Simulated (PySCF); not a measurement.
**[Zr(formamidinato)(NH2)3] (charge 0, multiplicity 1)**

Calculation: PySCF with PBE-D3(BJ)/def2-TZVP // BP86-D3(BJ)/def2-SVP.

| Item | Result |
|---|---|
| HOMO | -5.10 eV |
| dipole moment | 1.81 D |
| LUMO | -1.14 eV |
| HOMO–LUMO gap | 3.96 eV |
| charge on the central atom (Mulliken) | 1.49 e |
| total energy | -364.2907 Ha |
| cost | roughly 3 core-minutes |

```xyz
16

Zr    -0.0154    -0.2819     0.1899
C      2.2419     1.2748     0.1995
N      2.0086     0.2583     1.0418
N      1.2744     1.5161    -0.6690
H      3.1890     1.8675     0.2372
H      2.7268     0.0510     1.7374
H      1.4341     2.2811    -1.3277
N      0.0006    -1.6860    -1.3003
H     -0.6271    -1.7679    -2.1089
H      0.7003    -2.4386    -1.3633
N     -1.6461     0.9519    -0.0335
H     -2.5696     0.8516     0.4034
H     -1.5971     1.8684    -0.4964
N     -0.6079    -1.3734     1.8380
H     -0.8759    -2.3658     1.8310
H     -0.6430    -1.0542     2.8156
```
Charge 0, spin multiplicity 1.
